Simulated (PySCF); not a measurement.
trifluoro(fluorosilyloxy)silane (F4H2OSi2), SMILES F[SiH2]O[Si](F)(F)F.

Coordinates come from a PBE0-D3(BJ)/def2-SVP optimisation. Other conformers were not sampled.

Two levels are set side by side: TDDFT-PBE/def2-SVPD (PySCF) and TDDFT-ωB97X/def2-SVPD (PySCF). Vertical, same geometry. The lowest singlet is HOMO→LUMO 99 % with PBE and HOMO→LUMO+1 66 %, HOMO→LUMO 23 % with the other functional; states are paired by order. Differences are taken from unrounded values.

```
quantity                               TDDFT-ωB97X  TDDFT-PBE  TDDFT-PBE minus TDDFT-ωB97X
-------------------------------------  -----------  ---------  ---------------------------
lowest singlet excitation (eV)                8.55       7.25                        -1.30
lowest triplet excitation (TDA) (eV)          8.13       7.01                        -1.12
first bright state (f over 0.05) (eV)         9.94       8.76                        -1.17
its oscillator strength                       0.13       0.11                        -0.02
```

Functionals without exact exchange tend to place singlet excitations lower, as here. Differences between two approximate levels are no errors against the true value.

Rough cost on one machine, each run with all the roots and properties that it gave: TDDFT-ωB97X against TDDFT-PBE about 10 times.
